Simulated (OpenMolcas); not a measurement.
# Ir4+ in a ligand field

Ir4+ with 6 ligands (oxide) in trigonal antiprismatic coordination (D3d) at 2 Å, a polar angle of 58.6° against the regular 54.74°. A charge of +1.33 e stands 2.6 Å behind each ligand. Ligand basis ANO-RCC-VDZP.

```yaml
Program: OpenMolcas
Method: "SS-CASPT2, IPEA 0.25 Eh, imaginary shift 0.1 Eh (closed shells correlated: 5s 5p and the ligand valence shells)"
Basis: ANO-RCC-VTZP [8s7p5d3f1g]
Scalar_Hamiltonian: DKH2, point nucleus
Active_space: 5 electrons in 5 orbitals (5d)
State_averaging: 2S+1 = 6 even, 1 root; 2S+1 = 4 even, 24 roots; 2S+1 = 2 even, 75 roots
Spin-orbit_coupling: state interaction with AMFI integrals over the reference wave functions
```

The lowest spin-free states (labels of D3, the rotations of D3d), above the lowest:

```json
{"State": "2S+1 = 2", "Degeneracy": "1", "E (cm-1)": "0"}
{"State": "2E", "Degeneracy": "2", "E (cm-1)": "230"}
{"State": "2S+1 = 4", "Degeneracy": "1", "E (cm-1)": "13460"}
{"State": "4E", "Degeneracy": "2", "E (cm-1)": "13720"}
{"State": "4E", "Degeneracy": "2", "E (cm-1)": "16410"}
{"State": "2S+1 = 4", "Degeneracy": "1", "E (cm-1)": "16790"}
{"State": "2S+1 = 2", "Degeneracy": "1", "E (cm-1)": "18310"}
{"State": "2E", "Degeneracy": "2", "E (cm-1)": "18540"}
{"State": "2S+1 = 2", "Degeneracy": "1", "E (cm-1)": "19250"}
{"State": "2S+1 = 2", "Degeneracy": "1", "E (cm-1)": "20960"}
{"State": "2E", "Degeneracy": "2", "E (cm-1)": "21090"}
{"State": "2E", "Degeneracy": "2", "E (cm-1)": "22110"}
{"State": "2S+1 = 2", "Degeneracy": "1", "E (cm-1)": "23760"}
{"State": "2E", "Degeneracy": "2", "E (cm-1)": "24000"}
{"State": "2E", "Degeneracy": "2", "E (cm-1)": "24530"}
{"State": "2S+1 = 2", "Degeneracy": "1", "E (cm-1)": "24580"}
{"State": "2S+1 = 6", "Degeneracy": "1", "E (cm-1)": "25900"}
{"State": "2S+1 = 2", "Degeneracy": "1", "E (cm-1)": "26120"}
{"State": "2E", "Degeneracy": "2", "E (cm-1)": "33170"}
{"State": "4E", "Degeneracy": "2", "E (cm-1)": "35470"}
```

The lowest levels with spin-orbit coupling:

```csv
E (cm-1),Degeneracy,2S+1,g
0,2,2 (87 %),1.51 2.25 2.25
7290,2,2 (88 %),0.00 0.00 0.39
7730,2,2 (88 %),0.08 0.41 0.41
15350,2,4 (74 %),0.00 0.00 3.50
15920,2,4 (76 %),1.02 1.02 3.16
19060,2,4 (77 %),1.26 1.26 1.96
19640,2,4 (89 %),1.11 1.11 1.55
19840,2,4 (88 %),0.00 0.00 1.70
20850,2,4,1.47 1.54 1.54
21980,2,4 (55 %),0.57 0.57 1.19
22310,2,4 (55 %),0.47 1.19 1.19
22410,2,2 (57 %),0.00 0.00 0.66
23090,2,4 (75 %),0.20 0.20 0.86
23130,2,4 (73 %),0.00 0.00 0.64
23420,2,4 (61 %),1.44 1.68 1.68
23810,2,4 (65 %),0.57 0.57 2.60
24480,2,4 (52 %),0.00 0.00 2.06
25400,2,2,0.77 0.77 1.12
25910,2,2,0.11 0.11 0.18
27930,2,2 (90 %),0.00 0.00 1.60
```

Powder χT (cm3 K/mol): 0.389 at 2 K, 0.391 at 10 K, 0.398 at 50 K, 0.407 at 100 K, 0.425 at 200 K, 0.442 at 300 K. The effective moment at 300 K is 2.828 √(χT) = 1.88 μB.

Roots that are degenerate in the reference are averaged as groups; the widest CASPT2 spread within a group is 280 cm-1 (the 2-fold group of multiplicity 2 near 58300 cm-1 above the lowest state of its run). Shifts and gaps below about the spread of the groups concerned are not significant. Over all roots computed the reference weight is 0.59 to 0.62; a low but even weight reflects the number of correlated electrons. Spin-orbit coupling mixes the spin-free states strongly: the lowest level takes only 51 % from its leading state, 2E, which lies 234 cm-1 above the lowest spin-free state. The least metal-like active orbital is 66 % on the metal (Löwdin) and no ligand orbital is active, so the numbers are rough, and ground spin, moment and any spin crossover can be artefacts of this space; highly charged d ions in such sites are as a rule low spin. The oxide ions are held by bare point charges, a crude embedding. Ligand-to-metal charge-transfer states are missing. With no ligand orbital active B as a rule stays too high, so bands that hang on it stand too high and its fall with covalency is understated. With one d shell and no ligand orbital active, 10Dq can be off by a tenth or more. No measured value stands beside these numbers; the geometry is a model, was not optimised and need not be the one that this ion takes.

A state without a sure symmetry label is named by its multiplicity alone.
